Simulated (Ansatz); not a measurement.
The first iterations of a band of F$_{2}$H$_{8}$N$_{3}$OTa (15 atoms, charge 0, multiplicity 1).

All numbers below come from RKS PBE/def2-SVP in Ansatz.

| Property | Result |
| --- | --- |
| movable images | 5 |
| climbing image | yes |
| spring | 5.0 eV/Å² |
| optimiser | quadratic models (default) |
| start path | through a guess of the saddle point |
| force threshold | 0.05 eV/Å |
| iteration limit | 60 |
| end points | relaxed |

First end point:

```xyz
15
Properties=species:S:1:pos:R:3
Ta -0.165 0.145 0.261
F 1.699 0.646 0.346
N -0.230 0.177 2.286
H -0.912 -0.352 2.844
H 0.525 0.490 2.907
N 0.203 -0.475 -1.692
H -0.456 -1.002 -2.278
H 1.021 -0.223 -2.260
N -1.020 1.887 -0.120
H -1.363 2.542 0.589
H -1.174 2.259 -1.062
F -1.666 -1.040 0.253
O 0.986 -2.020 0.485
H 1.005 -2.008 -0.507
H 1.904 -1.795 0.737
```

Last end point:

```xyz
15
Properties=species:S:1:pos:R:3
Ta -0.511 -0.085 0.224
F 2.679 -1.396 -0.084
N 0.306 0.525 1.920
H 0.926 -0.077 2.471
H 0.201 1.445 2.356
N 0.724 0.414 -1.243
H 0.510 0.563 -2.234
H 1.708 0.120 -1.119
N -1.726 1.464 -0.173
H -2.749 1.442 -0.102
H -1.424 2.368 -0.554
F -2.202 -1.018 0.299
O 0.270 -1.943 0.378
H -0.158 -2.793 0.578
H 1.803 -1.798 0.073
```

| iteration | highest image above the first end (eV) | largest band force component (eV/Å) |
| --- | --- | --- |
| 1 | 5.416 | 14.709 |
| 2 | 2.599 | 2.413 |
| 3 | 1.447 | 2.037 |
| 4 | 1.058 | 1.061 |
| 5 | 0.943 | 1.923 |
| 6 | 0.927 | 0.977 |
| 7 | 0.918 | 0.623 |
| 8 | 0.900 | 0.846 |
| 9 | 0.863 | 0.430 |
| 10 | 0.893 | 0.269 |
| 11 | 0.892 | 0.230 |

**Question.** Does the band converge within its limit, and where does its top end?

**Answer.** The run converged. It ended after 34 iterations with the highest image 0.674 eV above the first end. The profile has 2 maxima (images 3, 5) with wells between them (image 4): this band takes more than one step, which may be the mechanism or a detour left from its start path. A vibrational analysis at the climbing image gives one clearly imaginary mode, 66i cm⁻¹: a first-order saddle point. The orbitals stay closed-shell, which can raise the energy where a bond breaks towards radicals; this wasn't checked here.

Time of the run: 7.6 min on 4 threads of Arm Neoverse V2 (shared host), peak memory 0.24 GiB.
